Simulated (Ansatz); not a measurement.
CH₃F₂SSi, SMILES `C[Si](F)(F)[S]` radical, relaxed with UKS PBE-D4/def2-SVP in Ansatz from a rough embedded geometry. The force threshold is 0.03 eV/Å; the program also tests the step.

The species carries charge 0 and has multiplicity 2.

Start:

```xyz
8

C     0.445   -0.600   -0.656
Si   -0.302    0.425    0.642
F    -0.983   -0.553    1.666
F     0.791    1.264    1.447
S    -1.744    1.780   -0.126
H     1.189   -1.247   -0.325
H    -0.317   -1.160   -1.227
H     0.922    0.090   -1.421
```

Problem. How much energy does the relaxation release, and in how many steps? (Best estimate.)

Solution. The calculation gave: 0.25 eV, in 5 steps.

Problem. Which bonds change most? (Best estimate.)

Solution. The calculation gave: C1–H6 from 1.041 to 1.110 Å; Si2–F3 from 1.571 to 1.632 Å; C1–Si2 from 1.815 to 1.862 Å; Si2–F4 from 1.596 to 1.632 Å.

Problem. Give the relaxed structure. (An estimate is asked.)

Solution. Ansatz gave: 
```xyz
8

C     0.439   -0.561   -0.726
Si   -0.323    0.432    0.652
F    -0.997   -0.557    1.762
F     0.827    1.242    1.479
S    -1.764    1.765   -0.167
H     1.189   -1.253   -0.287
H    -0.325   -1.162   -1.256
H     0.953    0.094   -1.457
```
